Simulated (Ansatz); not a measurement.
`[SiH3]O[SiH2]Br` + H–F → `F[SiH2]O[SiH3]` + HBr at 500 K and 1 bar (ligand exchange at the Si–Br bond).

Isolated molecules relaxed with PBE0-D4/def2-TZVP in Ansatz; ΔE leaves out vibrations. CBS: MP2 limit from def2 TZ/QZ plus the TZ coupled-cluster correction, frozen cores. This one scheme is used for every species. For Br outer-core shells are correlated without core-valence functions, which leaves a few kJ/mol of doubt a bond. Scalar relativity is left out up to krypton. One conformer a species, not always the lowest.

| species | CCSD(T)/CBS energy (Eh) | H − E (kJ/mol) | S (J/(mol·K)) |
| --- | --- | --- | --- |
| `[SiH3]O[SiH2]Br` | -3229.78766 | 172.4 | 436.9 |
| H–F | -100.39570 | 39.4 | 188.7 |
| `F[SiH2]O[SiH3]` | -756.28164 | 174.8 | 408.0 |
| HBr | -2573.91920 | 30.5 | 213.7 |

H − E and S are ideal-gas, rigid-rotor, harmonic terms from PBE0-D4/def2-TZVP, for one conformer and one mirror image of each species. 1 Eh = 2625.50 kJ/mol, R = 8.31446 J/(mol·K).

Question: By hand: ΔE, ΔH, ΔS and ΔG.

Answer: ΔE = (-756.28164) + (-2573.91920) − (-3229.78766) − (-100.39570) = -0.01748 Eh = -45.9 kJ/mol. Δ(H − E) = 174.8 + 30.5 − 172.4 − 39.4 = -6.5, so ΔH = -52.4 kJ/mol. ΔS = 408.0 + 213.7 − 436.9 − 188.7 = -3.9 J/(mol·K). ΔG = -52.4 − 500 × (-3.9)/1000 = -50.4 kJ/mol.

Question: By hand: the equilibrium constant, and the temperature at which ΔG would vanish if ΔH and ΔS stayed fixed.

Answer: log₁₀ K = −ΔG/(RT ln 10) = 5.3. ΔG = 0 at ΔH/ΔS = 13436 K, far beyond where these terms or the molecules hold.

The number of gas molecules stays the same, so ΔS is small and ΔH decides. A doubt of 5 kJ/mol in ΔE shifts log₁₀ K by 0.5 here. Other conformers and mirror images would add mixing entropy, several J/(mol·K) or more a flexible species. Modes under 60 cm⁻¹, often nearly free rotors, make the harmonic entropy too high. These are equilibria of isolated gas molecules and say nothing of rates. Largest T1 diagnostic: 0.011 (customary marks: 0.02 for closed shells, 0.045 for open ones).
